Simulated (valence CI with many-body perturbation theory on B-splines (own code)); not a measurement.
**Level structure of Ba XVII**

Method: relativistic CI+MBPT: four valence electrons over a frozen Dirac-Fock core [Kr], a basis of 7 s, 7 p, 8 d, 6 f, 4 g, 1 h functions for each j, with the one-electron correlation potential Σ1, the two-electron term Σ2, the three-electron term Σ3, Breit, model QED; selected CI, second order for the rest, scaled by the run's own slope (own B-spline code, finite nucleus).

No measured levels were compared; by estimate terms of the open shell hold to 2 to 4 % of their energy, and close levels can change places. Excitations out of the core, of the other parity, are not computed and may begin above about 69.7 eV (a cautious bound); beyond it only levels of the ground parity were kept, without lifetimes.

Levels 1 to 35 of 35, with energies above the lowest level, 4d4 5D_0. "Leading %" is the weight of the configuration and term that name the level; weights of strongly mixed levels are sums over their largest components and can fall short. In the jj column 3d3/2^4 stands for four electrons in 3d with j = 3/2.

| No. | Configuration | Term | J | E (cm⁻¹) | Leading % | Leading jj | Second component |
| --- | --- | --- | --- | --- | --- | --- | --- |
| 1 | 4d4 | 5D | 0 | 0 | 61 | 4d3/2^4 (79 %) | 35 % 4d4 3P |
| 2 | 4d4 | 5D | 1 | 11714 | 83 | 4d3/2^3 4d5/2 (85 %) | 16 % 4d4 3P |
| 3 | 4d4 | 5D | 2 | 21229 | 90 | 4d3/2^2 4d5/2^2 (56 %) |  |
| 4 | 4d4 | 5D | 3 | 28241 | 83 | 4d3/2^2 4d5/2^2 (49 %) | 9 % 4d4 3F |
| 5 | 4d4 | 5D | 4 | 32122 | 58 | 4d3/2^3 4d5/2 (56 %) | 26 % 4d4 3F |
| 6 | 4d4 | 3P | 0 | 46443 | 46 | 4d3/2^2 4d5/2^2 (74 %) | 37 % 4d4 5D |
| 7 | 4d4 | 3H | 4 | 48587 | 54 | 4d3/2^2 4d5/2^2 (54 %) | 22 % 4d4 5D |
| 8 | 4d4 | 3G | 3 | 57127 | 64 | 4d3/2^2 4d5/2^2 (51 %) | 20 % 4d4 3F |
| 9 | 4d4 | 3F | 2 | 59755 | 62 | 4d3/2^2 4d5/2^2 (54 %) | 18 % 4d4 1D |
| 10 | 4d4 | 3H | 5 | 60422 | 75 | 4d3/2^2 4d5/2^2 (98 %) | 25 % 4d4 3G |
| 11 | 4d4 | 3P | 1 | 62762 | 72 | 4d3/2^2 4d5/2^2 (70 %) | 16 % 4d4 3D |
| 12 | 4d4 | 3H | 6 | 65571 | 70 | 4d3/2^2 4d5/2^2 (90 %) | 30 % 4d4 1I |
| 13 | 4d4 | 3G | 4 | 71590 | 64 | 4d3/2^2 4d5/2^2 (79 %) | 17 % 4d4 1G |
| 14 | 4d4 | 3D | 2 | 74156 | 45 | 4d3/2^2 4d5/2^2 (81 %) | 38 % 4d4 3P |
| 15 | 4d4 | 3D | 3 | 76807 | 44 | 4d3/2^2 4d5/2^2 (66 %) | 42 % 4d4 3F |
| 16 | 4d4 | 3F | 4 | 77385 | 46 | 4d3/2 4d5/2^3 (49 %) | 20 % 4d4 1G |
| 17 | 4d4 | 3F | 3 | 84607 | 41 | 4d3/2 4d5/2^3 (78 %) | 26 % 4d4 3G |
| 18 | 4d4 | 3G | 5 | 89737 | 75 | 4d3/2 4d5/2^3 (98 %) | 25 % 4d4 3H |
| 19 | 4d4 | 3P | 2 | 90549 | 38 | 4d3/2 4d5/2^3 (52 %) | 33 % 4d4 1D |
| 20 | 4d4 | 3D | 1 | 93432 | 82 | 4d3/2 4d5/2^3 (79 %) | 14 % 4d4 3P |
| 21 | 4d4 | 1I | 6 | 93940 | 70 | 4d3/2 4d5/2^3 (90 %) | 30 % 4d4 3H |
| 22 | 4d4 | 1G | 4 | 104320 | 43 | 4d3/2^2 4d5/2^2 (56 %) | 43 % 4d4 3F |
| 23 | 4d4 | 3P | 2 | 106930 | 46 | 4d3/2^2 4d5/2^2 (61 %) | 22 % 4d4 3D |
| 24 | 4d4 | 1S | 0 | 107140 | 71 | 4d3/2 4d5/2^3 (81 %) | 28 % 4d4 3P |
| 25 | 4d4 | 1F | 3 | 112020 | 58 | 4d3/2 4d5/2^3 (82 %) | 22 % 4d4 3D |
| 26 | 4d4 | 3P | 2 | 118930 | 53 | 4d3/2^2 4d5/2^2 (55 %) | 33 % 4d4 3F |
| 27 | 4d4 | 3F | 4 | 128760 | 59 | 4d5/2^4 (62 %) | 30 % 4d4 1G |
| 28 | 4d4 | 3F | 3 | 132950 | 76 | 4d3/2 4d5/2^3 (96 %) | 21 % 4d4 1F |
| 29 | 4d4 | 3F | 2 | 132970 | 44 | 4d5/2^4 (47 %) | 34 % 4d4 1D |
| 30 | 4d4 | 3P | 1 | 134450 | 97 | 4d3/2 4d5/2^3 (92 %) |  |
| 31 | 4d4 | 3P | 0 | 140830 | 81 | 4d3/2^2 4d5/2^2 (50 %) | 18 % 4d4 1S |
| 32 | 4d4 | 1G | 4 | 141540 | 73 | 4d3/2 4d5/2^3 (84 %) | 22 % 4d4 3F |
| 33 | 4d4 | 1D | 2 | 170410 | 89 | 4d3/2 4d5/2^3 (42 %) | 4 % 4d4 3D |
| 34 | 4d4 | 1S | 0 | 214670 | 90 | 4d5/2^4 (44 %) | 9 % 4d4 3P |
| 35 | 4d3 5s | 5F | 1 | 1053500 | 83 | 4d3/2^3 5s (71 %) | 14 % 4d3 5s 3D |

Names give the largest LS component (configuration and term), which can be under half, so a name can repeat, a term be missing and a line seem to break the LS rules; names also repeat where a configuration has a term twice.

The ionisation energy to 4d3 4F_3/2 of the next ion comes out as 423.54 eV (NIST: 422 ± 3 eV (theoretical)). All 35 levels together are meant to be complete up to 562430 cm⁻¹.
